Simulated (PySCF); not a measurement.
Species: C6H6O2.
Cartesian coordinates in Å at the PBE0-D3(BJ)/def2-TZVP level; atoms count from 1:
```
atom  x, y, z in Å
C1    -2.3297   -0.0687    0.0805
C2    -1.2167   -0.3617    1.0467
O3    -1.4152   -0.7878    2.1637
C4     0.1506   -0.1041    0.5941
C5     1.3531   -0.2583    1.2168
C6     2.3422    0.1547    0.2902
C7     1.6695    0.5291   -0.8302
O8     0.3459    0.3787   -0.6645
H9    -2.3685    1.0042   -0.1270
H10   -3.2728   -0.3925    0.5157
H11   -2.1587   -0.5688   -0.8750
H12    1.4880   -0.6249    2.2213
H13    3.4108    0.1729    0.4302
H14    1.9888    0.9085   -1.7872
```

Level: wB97X-D/pcSseg-2 in PySCF, non-relativistic, on one gas-phase PBE0-D3(BJ)/def2-TZVP geometry that isn't relaxed in the solvent. The solvent is an IEF-PCM continuum (Bondi radii, 1.10 Å for H, scaled by 1.2). Only the electrostatic response of the medium enters.

Gas phase at wB97X-D/pcSseg-2: HOMO -8.87 eV, LUMO 0.19 eV, dipole 3.31 D.

Question: What does the continuum do to the energy, the frontier levels and the dipole at wB97X-D/pcSseg-2 in chloroform?

Answer: 
```csv
solvent,ε,E(solvent) − E(gas) (kcal/mol),polarisation term (kcal/mol),distortion of the solute (kcal/mol),HOMO (eV),LUMO (eV),dipole (D)
chloroform,4.711,-4.69,-5.34,0.65,-8.82,0.16,4.17
```

The polarisation term is half the interaction of the solute with the surface charges that it induces; the rest is the cost of distorting the solute's density. The sum is the electrostatic part of solvation alone.

Question: Which radius a makes the point-dipole formula ΔE = −[(ε − 1)/(2ε + 1)]·μ²/a³ give the value in chloroform, with the gas-phase dipole?

Answer: μ = 1.303 au and |ΔE| = 0.00747 Eh give a = 2.29 Å; the farthest nucleus lies 3.42 Å from the centroid of the nuclei, so such a sphere wouldn't even hold the nuclei. The formula assumes a rigid point dipole at the centre of a sphere.

Question: Give the dipole vector in the frame of the coordinates (D, pointing from negative to positive charge), gas and chloroform.

Answer: Gas (1.73, 1.10, -2.60), solvent (2.18, 1.38, -3.27). Its length changes by +26 % and its direction by less than 1°.

wB97X-D is run here without its empirical dispersion term; that term would change no orbital, density or response property at a fixed geometry.
